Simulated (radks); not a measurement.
The numbers below are computed, except where a source is named.
Initial-state core-level shifts of the calcium ion Ca+ when its valence configuration changes from [Ar] 4s1. Level of theory: non-relativistic Kohn-Sham, LDA (Slater exchange, Perdew-Wang correlation), spin-polarised, spherical densities, point nucleus; open shells are filled with parallel spins first (a radial shooting solver on a logarithmic mesh with Libxc functionals). Shifts are changes of the shell-averaged eigenvalues in eV (positive: less bound); the change of the density at the nucleus, which sets a Mossbauer isomer shift, is in e/bohr^3, on a base of 5293.

valence          1s      2s      3s      3p  density at nucleus
3d0.5 4s0.5  +2.126  +2.511  +2.178  +2.067             -1.7860
4s0.5 4p0.5  -0.611  -0.617  -0.603  -0.591             -1.3183
3d1          +3.877  +4.582  +4.031  +3.828             -3.3017
4p1          -1.217  -1.228  -1.199  -1.176             -2.6419
